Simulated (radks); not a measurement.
The nitrogen anion N3-, [Ne], held by a Watson sphere: a shell of charge +3 at radius R that stands for the Madelung well of a crystal (potential energy -3/R inside, -3/r outside, in hartree with lengths in bohr). Calculated with a radial shooting solver on a logarithmic mesh with Libxc functionals: scalar-relativistic Kohn-Sham, PBEsol, spin-unpolarised, spherical densities, point nucleus. Response by self-consistent Sternheimer equations with the Hartree and adiabatic LDA kernel, the relativistic mass of each level held fixed and spin-orbit coupling left out. The sphere does not respond.

| R (bohr) | e(1s) (eV) | e(2s) (eV) | e(2p) (eV) | <r> 2p (bohr) | sum of <r^2> (bohr^2) | X-ray form factor at sin(theta)/lambda = 0.1 1/angstrom | alpha (bohr^3) |
|---|---|---|---|---|---|---|---|
| 1.61 | -375.21 | -20.555 | -8.946 | 1.584 | 23.94 | 8.464 | 12.95 |
| 1.91 | -376.02 | -18.862 | -7.795 | 1.713 | 27.79 | 8.261 | 18.44 |
| 2.29 | -376.69 | -17.113 | -6.546 | 1.871 | 32.91 | 8.015 | 28.52 |
| 2.56 | -376.95 | -16.134 | -5.800 | 1.980 | 36.76 | 7.848 | 38.58 |
| 2.92 | -377.12 | -15.126 | -4.974 | 2.125 | 42.24 | 7.637 | 57.06 |
| 3.27 | -377.18 | -14.410 | -4.334 | 2.265 | 48.01 | 7.445 | 82.09 |
| 3.35 | -377.18 | -14.277 | -4.207 | 2.297 | 49.40 | 7.402 | 88.96 |
| 3.65 | -377.18 | -13.858 | -3.786 | 2.417 | 54.85 | 7.251 | 119.1 |
